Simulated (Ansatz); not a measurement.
# Telling isomers of GeH4SSb− apart by their spectra

These gas-phase data were calculated for one isomer of GeH4SSb− at B3LYP-D3(BJ)/def2-SVPD (harmonic, unscaled wavenumbers; equilibrium rotational constants with average atomic masses):

- rotational constants: 3.928, 1.139, 0.902 GHz
- all wavenumbers above 1500 cm⁻¹: 2049, 2034, 1978, 1722

Candidates:

(1) `[S-][SbH][GeH3]`, a singlet
(2) `[SH][SbH][GeH2-]`, a singlet
(3) `[SH][GeH2][SbH-]`, a singlet

Task: Which candidate do the data belong to?

Result: Candidate (1). No mode falls between 2500 and 2800 cm⁻¹, where the S–H stretch of (2), (3) would stand.

The same quantities for all candidates:

```tsv
	rotational constants (GHz)	wavenumbers above 1500 cm⁻¹	E above the lowest, B3LYP-D3(BJ)/def2-SVPD (kcal/mol)
(1)	3.928, 1.139, 0.902	2049, 2034, 1978, 1722	2.6
(2)	3.256, 1.148, 0.8656	2635, 1830, 1787, 1771	6.3
(3)	6.108, 0.8886, 0.7903	2669, 2006, 2002, 1831	0.0
```

Harmonic stretches to hydrogen usually lie a few per cent above observed fundamentals. Each candidate is one conformer. Atoms past krypton carry core potentials. Programs: Ansatz 0.2.0.
